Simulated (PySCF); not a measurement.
Computed IR spectrum (relative IR intensity) of a molecule C₄H₆ClF. Coordinates come from a PBE-D3(BJ)/def2-SVP optimisation. One conformer was computed; it need not be the lowest. All values below come from PBE-D3(BJ)/def2-SVP (PySCF 2.14.0). Frequencies are harmonic and unscaled.

Lines under 2 % of the strongest are left out, and lines within 2 cm⁻¹ are merged.

| ν (cm⁻¹) | relative intensity |
|---|---|
| 44 | 4.5 |
| 143 | 3.3 |
| 367 | 9.3 |
| 407 | 2.8 |
| 603 | 12 |
| 693 | 78 |
| 732 | 51 |
| 859 | 22 |
| 895 | 2.1 |
| 925 | 12 |
| 1059 | 84 |
| 1079 | 100 |
| 1114 | 62 |
| 1158 | 3.0 |
| 1255 | 19 |
| 1299 | 11 |
| 1324 | 30 |
| 1334 | 34 |
| 1407 | 6.6 |
| 1416 | 5.5 |
| 1656 | 58 |
| 2965 | 26 |
| 2980 | 19 |
| 3080 | 19 |
| 3084 | 14 |
| 3150 | 4.4 |

Task: Pick the molecule that these values belong to.
(A) C[C@H]1C[C@]1(F)Cl
(B) C=CC[C@H](F)Cl
(C) CC/C(Cl)=C\F
(D) C[C@@H](F)/C=C\Cl

Result: D, C[C@@H](F)/C=C\Cl
